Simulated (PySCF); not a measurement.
CHCl2, SMILES Cl[CH]Cl, multiplicity 2. Geometry optimised at PBE0-D3(BJ)/def2-TZVP. The isomer is the one that the SMILES or the coordinates give; other isomers of the formula were not compared.

All values below come from PBE0-D3(BJ)/def2-TZVP (PySCF).

Harmonic wavenumbers (cm⁻¹): 303, 405, 773, 923, 1238, 3241. Rotational constants (GHz): 47.92, 3.337, 3.125; symmetry number 1.

Q: Work out the zero-point energy and the ideal-gas rigid-rotor harmonic-oscillator thermochemistry at 298.15 K and 1 atm.

A: ZPE = ½ Σ hcν = ½ × 6883 cm⁻¹ = 9.84 kcal/mol. H − E(el) = 12.76 kcal/mol. Entropy in cal/(mol K): translation 39.20, rotation 23.98, vibration 2.74, spin 1.38, total 67.29. G − E(el) = -7.31 kcal/mol. Cp = 12.42 cal/(mol K).
